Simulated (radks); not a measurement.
Values are calculated unless marked as measured or tabulated.
Question: These are the eigenvalues of the occupied orbitals of an atom or ion with whole-number occupations (eV). Code: a radial shooting solver on a logarithmic mesh with Libxc functionals. Model: Dirac Kohn-Sham, BLYP, spin-unpolarised, spherical densities, finite nucleus; Fermi nuclear charge, rms radius of each element as measured or else 0.836 A^(1/3) + 0.57 fm.

1s1/2: -19848.84
2s1/2: -2830.945
2p1/2: -2607.289
2p3/2: -2500.667
3s1/2: -508.5811
3p1/2: -423.4934
3p3/2: -405.9329
3d3/2: -255.4312
3d5/2: -252.1050
4s1/2: -96.0207
4p1/2: -71.5173
4p3/2: -68.9150
4d3/2: -32.9031

Which element is it, and in what charge state? The configuration may be excited. Open shells, if any, fill j = l - 1/2 first.

Answer: Z = 42, molybdenum, charge +3: Mo3+ in [Kr] 4d3. The list shows which subshells hold electrons but not how many an open one holds; the 1s level, -729.43 hartree, gives Z - s = 38.2 by -(Z - s)^2/2, which with screening and relativity narrows Z to a few neighbours, and the depths of the outer levels then fix element, charge and occupations together.
